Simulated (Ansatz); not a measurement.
F2Ga (SMILES [F][Ga+][F]), charge +1, singlet, geometry from GFN2-xTB (such geometries of metal compounds can be far from the true shape); Ansatz (an electronic-structure program) with B3LYP5/6-311G**.

Here is a job for Ansatz.
Ansatz 0.2 input:
```yaml
crystal:
  periodic: [false, false, false]
  atoms:
    - {symbol: Ga, position_ang: [0.00000000, 0.00000000, 0.00000000]}
    - {symbol: F, position_ang: [-0.00000000, -0.00000000, -1.76055987]}
    - {symbol: F, position_ang: [0.00000000, 0.00000000, 1.76055987]}
basis:
  gaussian:
    orbitals: 6-311G__.json
hamiltonian:
  xc: b3lyp5
total_charge: 1
```
The basis file holds 6-311G** in the JSON format of the Basis Set Exchange.

The log (banner, timings and long lists left out):

```
Functional definition: B3LYP5
679 factors; integrals over basis functions are off by at most 6.0e-4 eV
mean field evaluation 1: about -57779.4539 eV, gradient 1.2e2 eV
mean field evaluation 2: about -57619.6872 eV, gradient 3.0e2 eV
mean field evaluation 4: about -57799.9338 eV, gradient 9.8e0 eV
mean field evaluation 8: about -57800.0191 eV, gradient 9.0e-1 eV
mean field evaluation 16: about -57800.0204 eV, gradient 1.3e-5 eV
mean field -57800.02039677 eV, -2124.1115713205 hartree, gradient 1.3e-5 eV, S^2 0.000000; 0 other end points of the search recorded, 0 dependent functions left out
reference -57800.02060837 eV, -2124.1115790964 hartree; 24, 24 occupied and 56, 56 virtual orbitals, 679 factors
Total energy: -57800.02060837 eV, -2124.1115790964 hartree
```
